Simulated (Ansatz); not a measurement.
F2H6N2OSi2 can be A, `N[Si@@H](F)O[Si@@H](N)F`, or B, `N[SiH](O)[Si](N)(F)F`.

Computed with Ansatz on PBE0-D4/def2-TZVP structures; ΔE is electronic, products minus reactants. CBS: MP2 limit from def2 TZ/QZ plus the TZ coupled-cluster correction, frozen cores. DFT in def2-TZVPP. B3LYP here is the variant with VWN-RPA as its local correlation; programs differ in this. Each species was taken in one conformer, which may not be the lowest.

(1) Which isomer does CCSD(T)/CBS put lower? Give the gap. (An estimate is asked.)

(2) Give E(B) − E(A) in kJ/mol with HF/def2-TZVPP, B3LYP, B2PLYP, r2SCAN-D4, CCSD(T)/def2-TZVPP, CCSD/def2-TZVPP, PBE-D4. (Best estimate.)

Largest T1 diagnostic: 0.012.

Answers

(1) The calculation gave: A, by 160.0 kJ/mol.

(2) Computed: HF/def2-TZVPP 192.6, B3LYP 157.4, B2PLYP 162.5, r2SCAN-D4 153.2, CCSD(T)/def2-TZVPP 161.2, CCSD/def2-TZVPP 166.2, PBE-D4 125.8. None reverses the order clearly.

From PBE to PBE0 (25 % exact exchange), in def2-TZVPP and without D4, E(B) − E(A) moves by +14.1 kJ/mol. In def2-TZVPP, CCSD(T) changes the Hartree–Fock value by −31.3 kJ/mol (the triples alone add −5.0 kJ/mol) and MP2 by −26.0 kJ/mol.
